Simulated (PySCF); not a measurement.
BeCl2, SMILES [Cl][Be][Cl].

The structure is a stationary point at B3LYP-D3(BJ)/def2-TZVP. The isomer is the one that the SMILES or the coordinates give; other isomers of the formula were not compared.

Two levels are set side by side: PBE/def2-TZVPD (PySCF) and r2SCAN/def2-TZVPD (PySCF). Same geometry, gas phase. Differences are taken from unrounded values.

| quantity | r2SCAN |
|---|---|
| orbital gap (eV) | 7.89 |
| highest occupied level (eV) | -8.55 |
| lowest empty level (eV) | -0.66 |
| mean polarisability (bohr³) | 42.1 |

Q: What does PBE give, and how far is it from r2SCAN? (Estimate from the structure and the level; the computed values follow.)

A: 
| quantity | PBE | PBE minus r2SCAN |
|---|---|---|
| orbital gap (eV) | 6.95 | -0.95 |
| highest occupied level (eV) | -8.21 | 0.34 |
| lowest empty level (eV) | -1.27 | -0.61 |
| mean polarisability (bohr³) | 43.8 | 1.7 |

Rough cost on one machine, each run with all the roots and properties that it gave: r2SCAN against PBE about 4 times.
